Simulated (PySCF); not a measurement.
**Computed properties of octasulfur (S8), SMILES S1SSSSSSS1**

S₈, SMILES S1SSSSSSS1. Geometry: PBE0-D3(BJ)/def2-SVP. The values are those of a single conformer. All values are computed for the isolated molecule unless a solvent is named; none is compared with measurement here.

**Structure.** The optimised structure has Cs symmetry. All 18 harmonic modes at PBE0-D3(BJ)/def2-SVP (PySCF) are real, so it is a minimum. With heavy atoms numbered as in [S:1]1[S:2][S:3][S:4][S:5][S:6][S:7][S:8]1, the shortest bond between them is S1–S2 at 2.050 Å and the longest S3–S4 at 2.126 Å.

**Vibrations.** The strongest infrared lines (harmonic, unscaled, degenerate partners summed) lie at 461 cm⁻¹ (8 km/mol, S 100 %), 291 cm⁻¹ (3 km/mol, S 100 %), 465 cm⁻¹ (2 km/mol, S 100 %). The softest mode is at 51 cm⁻¹ and the zero-point energy is 7.6 kcal/mol.

**Electronic structure.** HF/def2-TZVP (PySCF) places the frontier levels at -9.20 and 1.47 eV, a gap of 10.67 eV, and gives a dipole moment of 0.06 D.

**Excitations.** TDA-PBE0/def2-SVPD (PySCF) has S1 at 3.11 eV (399 nm, f = 0.001, dark); the most intense of the 6 singlets computed lies at 3.77 eV (f = 0.02). T1 (TDA) is at 2.60 eV, 0.51 eV under S1. No vertical singlet excitation falls in the visible range (under 3.1 eV).
